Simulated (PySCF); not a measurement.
Isomers of C3H7ClO3Si, mass 153.985 u with the commonest isotopes. The calculation used B3LYP/def2-SVPD in PySCF (dipole) on a GFN2-xTB geometry, gas phase. One conformer each, none proved a minimum here; rigid rotors.

Task: Order these by rotational constant A, largest first.
A. `[CH3:1][O:2][Si@H:3]([Cl:4])[O:5][C:6]([CH3:7])=[O:8]` with C1–O2–Si3–Cl4 -55°, O2–Si3–O5–C6 -162°, Si3–O5–C6–C7 -177°
B. `[CH3:1][Si:2]1([Cl:3])[O:4][CH2:5][O:6][CH2:7][O:8]1` with C1–Si2–O4–C5 -108°, Si2–O4–C5–O6 21°, O4–C5–O6–C7 -64°, C5–O6–C7–O8 63°
C. `[CH3:1][O:2][C@@H:3]1[CH2:4][O:5][Si@@H:6]([Cl:7])[O:8]1` with C1–O2–C3–C4 -176°, O2–C3–C4–O5 -108°, C3–C4–O5–Si6 0°, C4–O5–Si6–Cl7 -125°, O5–Si6–O8–C3 19°
D. `[O:1]=[C:2]([OH:3])[SiH2:4][O:5][CH2:6][CH2:7][Cl:8]` with O1–C2–O3–H -1°, O1–C2–Si4–O5 10°, C2–Si4–O5–C6 36°, Si4–O5–C6–C7 71°, O5–C6–C7–Cl8 -69°
E. `[CH3:1][O:2][Si@@H:3]([Cl:4])[O:5][CH2:6][CH:7]=[O:8]` with C1–O2–Si3–Cl4 57°, O2–Si3–O5–C6 48°, Si3–O5–C6–C7 -171°, O5–C6–C7–O8 -179°

Result: C (3345 MHz), B (2399 MHz), E (2338 MHz), A (2283 MHz), D (1920 MHz).

Task: Order these by dipole moment, largest first.
A. `[O:1]=[C:2]([OH:3])[SiH2:4][O:5][CH2:6][CH2:7][Cl:8]` with O1–C2–O3–H -1°, O1–C2–Si4–O5 10°, C2–Si4–O5–C6 36°, Si4–O5–C6–C7 71°, O5–C6–C7–Cl8 -69°
B. `[CH3:1][O:2][Si@H:3]([Cl:4])[O:5][C:6]([CH3:7])=[O:8]` with C1–O2–Si3–Cl4 -55°, O2–Si3–O5–C6 -162°, Si3–O5–C6–C7 -177°
C. `[OH:1][Si@H:2]1[O:3][CH2:4][C@@H:5]([Cl:6])[CH2:7][O:8]1` with H–O1–Si2–O3 -59°, O1–Si2–O3–C4 149°, Si2–O3–C4–C5 -43°, O3–C4–C5–Cl6 -65°, C4–C5–C7–O8 -56°
D. `[CH3:1][O:2][Si@@H:3]([Cl:4])[O:5][CH2:6][CH:7]=[O:8]` with C1–O2–Si3–Cl4 57°, O2–Si3–O5–C6 48°, Si3–O5–C6–C7 -171°, O5–C6–C7–O8 -179°
E. `[CH3:1][O:2][C@@H:3]1[CH2:4][O:5][Si@@H:6]([Cl:7])[O:8]1` with C1–O2–C3–C4 -176°, O2–C3–C4–O5 -108°, C3–C4–O5–Si6 0°, C4–O5–Si6–Cl7 -125°, O5–Si6–O8–C3 19°
F. `[CH3:1][Si:2]1([Cl:3])[O:4][CH2:5][O:6][CH2:7][O:8]1` with C1–Si2–O4–C5 -108°, Si2–O4–C5–O6 21°, O4–C5–O6–C7 -64°, C5–O6–C7–O8 63°

Result: D (3.45 D), C (2.77 D), B (2.40 D), E (1.83 D), F (1.47 D), A (1.07 D).

Task: Order these by out-of-plane moment Σ m c² = (Ia + Ib − Ic)/2, smallest first.
A. `[CH3:1][O:2][Si@H:3]([Cl:4])[O:5][C:6]([CH3:7])=[O:8]` with C1–O2–Si3–Cl4 -55°, O2–Si3–O5–C6 -162°, Si3–O5–C6–C7 -177°
B. `[CH3:1][Si:2]1([Cl:3])[O:4][CH2:5][O:6][CH2:7][O:8]1` with C1–Si2–O4–C5 -108°, Si2–O4–C5–O6 21°, O4–C5–O6–C7 -64°, C5–O6–C7–O8 63°
C. `[CH3:1][O:2][Si@@H:3]([Cl:4])[O:5][CH2:6][CH:7]=[O:8]` with C1–O2–Si3–Cl4 57°, O2–Si3–O5–C6 48°, Si3–O5–C6–C7 -171°, O5–C6–C7–O8 -179°
D. `[O:1]=[C:2]([OH:3])[SiH2:4][O:5][CH2:6][CH2:7][Cl:8]` with O1–C2–O3–H -1°, O1–C2–Si4–O5 10°, C2–Si4–O5–C6 36°, Si4–O5–C6–C7 71°, O5–C6–C7–Cl8 -69°
E. `[OH:1][Si@H:2]1[O:3][CH2:4][C@@H:5]([Cl:6])[CH2:7][O:8]1` with H–O1–Si2–O3 -59°, O1–Si2–O3–C4 149°, Si2–O3–C4–C5 -43°, O3–C4–C5–Cl6 -65°, C4–C5–C7–O8 -56°
F. `[CH3:1][O:2][C@@H:3]1[CH2:4][O:5][Si@@H:6]([Cl:7])[O:8]1` with C1–O2–C3–C4 -176°, O2–C3–C4–O5 -108°, C3–C4–O5–Si6 0°, C4–O5–Si6–Cl7 -125°, O5–Si6–O8–C3 19°

Result: C (26.05 u·Å²), F (30.61 u·Å²), A (44.11 u·Å²), D (81.70 u·Å²), B (99.69 u·Å²), E (106.59 u·Å²).

| SMILES | point group | Ia (u·Å²) | Ib (u·Å²) | Ic (u·Å²) | κ | μa (D) | μb (D) | μc (D) |
| --- | --- | --- | --- | --- | --- | --- | --- | --- |
| C[Si]1(Cl)OCOCO1 | Cs | 210.64 | 462.48 | 473.74 | -0.96 | 1.43 | 0.34 | 0.01 |
| CO[Si@H](Cl)OC(C)=O | C1 | 221.39 | 562.84 | 696.00 | -0.78 | 1.23 | 1.83 | 0.93 |
| CO[Si@@H](Cl)OCC=O | C1 | 216.12 | 724.52 | 888.54 | -0.85 | 3.00 | 1.46 | 0.89 |
| O[Si@H]1OC[C@@H](Cl)CO1 | Cs | 215.32 | 455.78 | 457.91 | -0.99 | 1.83 | 2.08 | 0.01 |
| CO[C@@H]1CO[Si@@H](Cl)O1 | C1 | 151.08 | 573.55 | 663.40 | -0.91 | 1.71 | 0.47 | 0.48 |
| O=C(O)[SiH2]OCCCl | C1 | 263.25 | 467.39 | 567.24 | -0.63 | 1.02 | 0.24 | 0.20 |
